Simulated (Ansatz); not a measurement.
```yaml
crystal:
  periodic: [false, false, false]
  atoms:
    - {symbol: N, position_ang: [-1.162629, 0.063584, -1.270543]}
    - {symbol: Si, position_ang: [-0.706342, -0.509394, 0.052329]}
    - {symbol: Si, position_ang: [1.430719, 0.548304, 0.835736]}
    - {symbol: F, position_ang: [1.216632, 1.826290, 1.003001]}
    - {symbol: H, position_ang: [-1.085808, 0.999258, -1.145792]}
    - {symbol: H, position_ang: [-1.842219, -0.360437, -1.922538]}
    - {symbol: H, position_ang: [-1.534761, -0.747798, 1.508412]}
    - {symbol: H, position_ang: [-0.248011, -2.121941, -0.430380]}
    - {symbol: H, position_ang: [1.888737, -0.134108, 2.000874]}
    - {symbol: H, position_ang: [2.360200, 0.408136, -0.104461]}
basis:
  gaussian: {orbitals: 6-31G, nuclear_model: gaussian}
hamiltonian: {xc: {name: wB97X-V}}
accuracy: high
relax: {f_tol: 0.0001, max_steps: 1}
output: {forces: true}
```

```sh
$ ansatz run in.yaml --threads 2 --pin off --events-out ev --progress --plain --max-ram 4352MiB
```

Output, abridged:

```
Functional definition: wB97X-V
1459 factors; integrals over basis functions are off by at most 2.2e-9 eV
377 factors; integrals over basis functions are off by at most 9.5e-10 eV
mean field evaluation 1: about -20040.8984 eV, gradient 5.0e1 eV
mean field evaluation 2: about -20041.7073 eV, gradient 4.7e1 eV
mean field evaluation 4: about -20045.5761 eV, gradient 4.2e-1 eV
mean field evaluation 8: about -20045.6185 eV, gradient 6.0e-2 eV
mean field evaluation 16: about -20045.6185 eV, gradient 5.9e-6 eV
mean field -20045.61849123 eV, -736.6628921446 hartree, gradient 1.6e-8 eV, S^2 0.000000; 0 other end points of the search recorded, 0 dependent functions left out
reference -20045.61849104 eV, -736.6628921374 hartree; 25, 25 occupied and 31, 31 virtual orbitals, 1459 factors
relax step   1: F+E_penalty+E_count = -20045.61849123 eV  Δ(F+E_penalty+E_count) = +0.000e0 eV  max|allowed force component| = 3.218e1 eV/Å  Δτ_max = 0.0000 Å  (31 SCF iters, accepted)
Error: geometry relaxation did not converge after 1 steps: max|allowed force component| = 3.22e1 eV/Å (threshold 1.0e-4). Raise `relax.max_steps` over both its present limit and 1, loosen `relax.f_tol`, or start from a geometry closer to equilibrium. Where this run's directory can be resumed (`checkpoint.write`), a resume goes on for up to `relax.max_steps` more
```

(1) Something in this input is off. What?

Results:

(1) The relaxation is allowed too few steps for its threshold. The calculation stopped without meeting its thresholds.
